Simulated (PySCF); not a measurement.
NbOCl3, SMILES [Cl][Nb]([Cl])(=[O])[Cl], multiplicity 1.

Geometry optimised at PBE0-D3(BJ)/def2-SVP. The spin state was assumed, not searched. The isomer is the one that the SMILES or the coordinates give; other isomers of the formula were not compared. The def2 effective core potentials stand for the cores of Nb; spin–orbit coupling is left out.

These are PBE/def2-TZVP in PySCF values and carry that method's errors.

Symmetry labels are those of the subgroup Cs that the program uses (full group C3v).

### Question
List the valence orbital energies around the gap with their symmetry. (The exact figures need the calculation; the answer reports its results.)

### Answer

```
orbital  symmetry  energy (eV)
-------  --------  -----------
HOMO−7         A"        -9.96
HOMO−6         A'        -9.89
HOMO−5         A"        -9.07
HOMO−4         A'        -9.07
HOMO−3         A'        -8.64
HOMO−2         A"        -8.53
HOMO−1         A'        -8.40
HOMO           A"        -8.40
LUMO           A"        -4.05
LUMO+1         A'        -4.05
LUMO+2         A'        -2.40
LUMO+3         A"        -2.40
```
